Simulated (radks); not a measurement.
Values are calculated unless marked as measured or tabulated.
Pb XXXI, 52 electrons, occupied as [Kr] 4d10 4f6. Level of theory: scalar-relativistic Kohn-Sham, r2SCAN, spin-polarised, spherical densities, finite nucleus; open shells are filled with parallel spins first (spin-orbit coupling, left out, can overturn this in heavy ions); meta-GGA in the generalised Kohn-Sham scheme; Fermi nuclear charge, rms radius 5.5012 fm (a radial shooting solver on a logarithmic mesh with Libxc functionals).

Normalised radial functions P(r) = r R(r), r in bohr:

r,4s up,4p up
0.0006898,0.1648,0.0039
0.0008839,0.1975,0.0059
0.001124,0.2339,0.0087
0.001429,0.2752,0.0129
0.001831,0.3225,0.0193
0.002327,0.3716,0.0286
0.002958,0.4217,0.0422
0.003791,0.4704,0.0627
0.004819,0.5082,0.0916
0.006176,0.5280,0.1341
0.007851,0.5160,0.1916
0.009981,0.4588,0.2689
0.01279,0.3362,0.3722
0.01626,0.1458,0.4929
0.02083,-0.1214,0.6278
0.02649,-0.4179,0.7425
0.03367,-0.6841,0.7971
0.04315,-0.8156,0.7253
0.05485,-0.6843,0.4693
0.06973,-0.2373,0.0117
0.08936,0.4587,-0.5829
0.1136,1.0499,-1.0455
0.1456,1.1286,-1.0764
0.1851,0.4441,-0.4759
0.2352,-0.7398,0.5820
0.3015,-1.7559,1.5817
0.3832,-1.9318,1.8903
0.4872,-1.3712,1.4763
0.6243,-0.6215,0.7564
0.7936,-0.1793,0.2534
1.017,-0.0274,0.0470
1.293,-0.0022,0.0047

4s up: eigenvalue -1828.2 eV, 3 radial nodes at r = 0.0187, 0.0763, 0.204 bohr, <r> = 0.371 bohr, 90 % of the charge inside 0.527 bohr. 4p up: eigenvalue -1604.4 eV, 2 radial nodes at r = 0.0701, 0.208 bohr, <r> = 0.389 bohr, 90 % of the charge inside 0.559 bohr.
